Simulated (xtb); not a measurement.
OZn, singlet, at a GFN2-xTB geometry (such geometries of metal compounds can be far from the true shape); GFN0-xTB (xtb).

The xtb input:
```
$ xtb mol.xyz --gfn 0 --ohess --json

# file mol.xyz
2

Zn    -0.00000000    -0.00000000    -0.33822725
O      0.00000000     0.00000000     1.26835217
```

Output, abridged:

```
   ID    Z sym.   atoms
    1   30 Zn     1
    2    8 O      2

           -------------------------------------------------
          |                Calculation Setup                |
           -------------------------------------------------

           -------------------------------------------------
          |                 G F N 0 - x T B                 |
           -------------------------------------------------

          ...................................................
          :                      SETUP                      :
          :.................................................:
          :  # basis functions                   8          :
          :  # atomic orbitals                   8          :
          :  # shells                            4          :
          :  # electrons                         8          :
          :  electronic temp.          300.0000000     K    :
          :  accuracy                    1.0000000          :
          :  -> integral cutoff          0.2500000E+02      :
          :  -> integral neglect         0.1000000E-07      :
          ...................................................

         :::::::::::::::::::::::::::::::::::::::::::::::::::::
         ::                     SUMMARY                     ::
         :::::::::::::::::::::::::::::::::::::::::::::::::::::
         :: total energy              -4.011180637938 Eh    ::
         :: gradient norm              0.032965584275 Eh/a0 ::
         :: HOMO-LUMO gap              2.732547742372 eV    ::
         ::.................................................::
         :: H0 energy                 -4.013195292222 Eh    ::
         :: repulsion energy           0.011496333353 Eh    ::
         :: electrostat energy        -0.009267861475 Eh    ::
         :: -> Gsolv                   0.000000000000 Eh    ::
         ::    -> Gsasa                0.000000000000 Eh    ::
         ::    -> Gshift               0.000000000000 Eh    ::
         :: dispersion energy         -0.000213817595 Eh    ::
         :: short-range corr.          0.000000000000 Eh    ::
         :: add. restraining           0.000000000000 Eh    ::
         :: total charge              -0.000000000000 e     ::
         :::::::::::::::::::::::::::::::::::::::::::::::::::::

      -----------------------------------------------------------
     |                   =====================                   |
     |                        A N C O P T                        |
     |                   =====================                   |
     |               Approximate Normal Coordinate               |
     |                Rational Function Optimizer                |
      -----------------------------------------------------------
      -----------------------------------------------------------
     |                   =====================                   |
     |                        A N C O P T                        |
     |                   =====================                   |
     |               Approximate Normal Coordinate               |
     |                Rational Function Optimizer                |
      -----------------------------------------------------------

          ...................................................
          :                      SETUP                      :
          :.................................................:
          :   optimization level            normal          :
          :   max. optcycles                   200          :
          :   ANC micro-cycles                  20          :
          :   degrees of freedom                 1          :
          :.................................................:
          :   RF solver                   davidson          :
          :   write xtbopt.log                true          :
          :   linear (good luck)              true          :
          :   energy convergence         0.5000000E-05 Eh   :
          :   grad. convergence          0.1000000E-02 Eh/α :
          :   maxmium RF displ.          1.0000000          :
          :   Hlow (freq-cutoff)         0.1000000E-01      :
          :   Hmax (freq-cutoff)         5.0000000          :
          :   S6 in model hess.         20.0000000          :
          ...................................................

generating ANC from exact Hessian ...
Using Lindh-Hessian (1995)
 Shifting diagonal of input Hessian by    0.0000000000000000
 Lowest  eigenvalues of input Hessian
    0.000000    0.000000    0.000000    0.000000    0.000000    1.541868
 Highest eigenvalues
    0.000000    0.000000    0.000000    0.000000    0.000000    1.541868

........................................................................
.............................. CYCLE    1 ..............................
........................................................................
 * total energy  :    -4.0111806 Eh     change        0.0000000E+00 Eh
   gradient norm :     0.0329656 Eh/α   predicted     0.0000000E+00 (   0.00%)
   displ. norm   :     0.0213705 α      lambda       -0.7044889E-03
   maximum displ.:     0.0213705 α      in ANC's #1, #1, #1, ...

........................................................................
.............................. CYCLE    2 ..............................
........................................................................
 * total energy  :    -4.0117992 Eh     change       -0.6185537E-03 Eh
   gradient norm :     0.0250659 Eh/α   predicted    -0.3524068E-03 ( -43.03%)
   displ. norm   :     0.0675008 α      lambda       -0.1691971E-02
   maximum displ.:     0.0675008 α      in ANC's #1, #1, #1, ...

........................................................................
.............................. CYCLE    3 ..............................
........................................................................
 * total energy  :    -4.0127778 Eh     change       -0.9786251E-03 Eh
[...]
 * total energy  :    -4.0128293 Eh     change       -0.5146250E-04 Eh
 * total energy  :    -4.0128311 Eh     change       -0.1834103E-05 Eh
   *** GEOMETRY OPTIMIZATION CONVERGED AFTER 5 ITERATIONS ***
         :: total energy              -4.012831113408 Eh    ::
[...]
          |                Property Printout                |
           -------------------------------------------------

    * Orbital Energies and Occupations

         #    Occupation            Energy/Eh            Energy/eV
      -------------------------------------------------------------
         1        2.0000           -0.6762326             -18.4012
         2        2.0000           -0.4515106             -12.2862
         3        2.0000           -0.4385045             -11.9323
         4        2.0000           -0.4385045             -11.9323 (HOMO)
         5                         -0.3429287              -9.3316 (LUMO)
         6                         -0.0819907              -2.2311
         7                         -0.0819907              -2.2311
         8                          0.1369112               3.7255
      -------------------------------------------------------------
                  HL-Gap            0.0955758 Eh            2.6007 eV
             Fermi-level            0.0000000 Eh            0.0000 eV

     #   Z          covCN         q      C6AA      α(0)
     1  30 Zn       0.739    -0.108   336.098    43.967
     2   8 O        0.739     0.108    13.721     4.969

 Mol. C6AA /au·bohr⁶  :        468.386494
 Mol. C8AA /au·bohr⁸  :      31187.167855
 Mol. α(0) /au        :         48.936335

Wiberg/Mayer (AO) data.
largest (>0.10) Wiberg bond orders for each atom

 ---------------------------------------------------------------------------
     #   Z sym  total        # sym  WBO       # sym  WBO       # sym  WBO
 ---------------------------------------------------------------------------
     1  30 Zn   1.142 --     2 O    1.142
     2   8 O    1.142 --     1 Zn   1.142
 ---------------------------------------------------------------------------

Topologies differ in total number of bonds
Writing topology from bond orders to xtbtopo.mol

 dipole moment from electron density (au)
     X       Y       Z
  -0.0000  -0.0000  -4.9304  total (Debye):   12.532

           -------------------------------------------------
          |               Frequency Printout                |
           -------------------------------------------------
 vibrational frequencies (cm⁻¹)
eigval :        0.00     0.00     0.00     0.00     0.00   475.95
 reduced masses (amu)
   1: 55.67   2: 55.67   3: 55.67   4: 25.71   5: 25.71   6: 25.71
 IR intensities (km·mol⁻¹)
   1:  0.00   2:  0.00   3:  0.00   4:  0.88   5:  0.88   6:  0.35
 Raman intensities (Ä⁴*amu⁻¹)
   1:  0.00   2:  0.00   3:  0.00   4:  0.00   5:  0.00   6:  0.00
 output can be read by thermo (or use thermo option).
 writing <g98.out> molden fake output.
 recommended (thermochemical) frequency scaling factor: 1.0
           -------------------------------------------------
          |             Thermodynamic Functions             |
           -------------------------------------------------

cin symmetry found (for desy threshold:  0.10E+00) used in thermo

          ...................................................
          :                      SETUP                      :
          :.................................................:
          :  # frequencies                           1      :
          :  # imaginary freq.                       0      :
          :  linear?                              true      :
          :  only rotor calc.                    false      :
          :  symmetry                              cin      :
          :  rotational number                       1      :
          :  scaling factor                  1.0000000      :
          :  rotor cutoff                   50.0000000 cm⁻¹ :
          :  imag. cutoff                  -20.0000000 cm⁻¹ :
          :.................................................:

    mode    ω/cm⁻¹     T·S(HO)/kcal·mol⁻¹    T·S(FR)/kcal·mol⁻¹   T·S(vib)
   ------------------------------------------------------------------------
   ------------------------------------------------------------------------

   temp. (K)  partition function   enthalpy   heat capacity  entropy
                                   cal/mol     cal/K/mol   cal/K/mol   J/K/mol
 298.15  VIB   1.11                  152.186      1.303      0.721
         ROT   452.                  592.502      1.987     14.135
         INT   502.                  744.687      3.291     14.856
         TR   0.710E+27             1481.254      4.968     39.086
         TOT                        2225.9413     8.2588    53.9422   225.6943

       T/K    H(0)-H(T)+PV         H(T)/Eh          T*S/Eh         G(T)/Eh
   ------------------------------------------------------------------------
    298.15    0.354726E-02    0.463155E-02    0.256297E-01   -0.209981E-01
   ------------------------------------------------------------------------

         :::::::::::::::::::::::::::::::::::::::::::::::::::::
         ::                  THERMODYNAMIC                  ::
         :::::::::::::::::::::::::::::::::::::::::::::::::::::
         :: total free energy          -4.033829257930 Eh   ::
         ::.................................................::
         :: total energy               -4.012831113408 Eh   ::
         :: zero point energy           0.001084282601 Eh   ::
         :: G(RRHO) w/o ZPVE           -0.022082427123 Eh   ::
         :: G(RRHO) contrib.           -0.020998144522 Eh   ::
         :::::::::::::::::::::::::::::::::::::::::::::::::::::

optimized geometry written to: xtbopt.xyz

           -------------------------------------------------
          | TOTAL ENERGY               -4.012831113408 Eh   |
          | TOTAL ENTHALPY             -4.008199567616 Eh   |
          | TOTAL FREE ENERGY          -4.033829257930 Eh   |
          | GRADIENT NORM               0.000413356713 Eh/α |
          | HOMO-LUMO GAP               2.600749621854 eV   |
           -------------------------------------------------

normal termination of xtb
```
